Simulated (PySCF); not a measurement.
Gas-phase reaction: 2 SnF2 + CF4 → 2 SnF3 + CF2

Computed with PySCF and rigid-rotor harmonic-oscillator thermochemistry at 1 bar. † marks an energy on the PBE0/def2-TZVP geometry and frequencies; other levels use their own. MP2 freezes the core. Open shells (unrestricted): SnF3 (multiplicity 2); the rest are closed-shell singlets. B3LYP is the form with VWN-RPA correlation. Sn: scalar-relativistic def2 core potential, no spin-orbit coupling. SnF3: computed as isolated molecules; such fragments, hydroxides, amides, oligomers or adducts are transient or little studied in the gas. MP2 isn't extrapolated to the basis-set limit; its ΔH°(298 K) is 412.0 kJ in def2-SVP and 422.0 kJ in def2-TZVPP. The harmonic model lacks anharmonicity and excited electronic states, which grow with temperature; levels with a mode under 35 cm⁻¹ are left out.

```
level               ΔE electronic, kJ  ΔH°(298 K), kJ  ΔS°(298 K), J/K  ΔG°(600 K), kJ
------------------  -----------------  --------------  ---------------  --------------
B3LYP/def2-TZVP†                  409             399               47             369
HF/def2-TZVP†                     342             332               47             302
M06-2X/def2-TZVP†                 366             356               47             326
MP2/def2-TZVPP†                   432             422               47             392
PBE/def2-SVP                      463             452               52             419
PBE/def2-TZVP†                    400             390               47             360
r2SCAN/def2-TZVP†                 389             379               47             349
LDA/def2-TZVP†                    472             461               47             431
ωB97X-V/def2-TZVP†                402             392               47             362
```
ΔH° is lowest at HF/def2-TZVP† and highest at LDA/def2-TZVP†. No reference value is set beside these.
